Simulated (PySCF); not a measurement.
## How methods differ on the ionisation energy of Ce³²⁺

Ce³²⁺ [Ar] 3d8 [3d3/2^4 3d5/2^4, M_J = 4] → Ce³³⁺ [Ar] 3d7 [3d3/2^4 3d5/2^3, M_J = 9/2], as a difference of total energies. All numbers are calculated (PySCF 2.14, the two-component X2C-1e Hamiltonian, in an even-tempered Gaussian basis (16 s from 5.5 bohr⁻², ratio 2.8; 12 p from 7.2 bohr⁻², ratio 2.8; 8 d from 7.2 bohr⁻², ratio 2.8; 3 f from 28 bohr⁻², ratio 3)). Correlated levels: [Ne] frozen; the 74 highest virtual spinors dropped. "Screened" scales the spin-orbit matrix elements by Boettger's factors to mimic the two-electron term; Breit and QED terms are absent.

| method | ionisation energy (eV) |
| --- | --- |
| GHF (spin-free) | 2093.5 |
| GMP2 (spin-free) | 2094.8 |
| GHF (screened spin-orbit) | 2087.4 |
| GMP2 (screened spin-orbit) | 2088.6 |

Breit and QED terms and the two-electron picture change are absent.

The spin-free rows relax to the high-spin LS determinant and lack the spin-orbit shift.

The labels give the starting determinants; with spin-orbit coupling the two ends relaxed to ⟨J²⟩ = 20.00, ⟨L²⟩ = 12.65, ⟨S²⟩ = 1.86 and ⟨J²⟩ = 24.75, ⟨L²⟩ = 14.63, ⟨S²⟩ = 2.88.

For comparison: 2087 ± 4 eV (theoretical estimate listed by NIST; NIST Atomic Spectra Database, ionization energies).
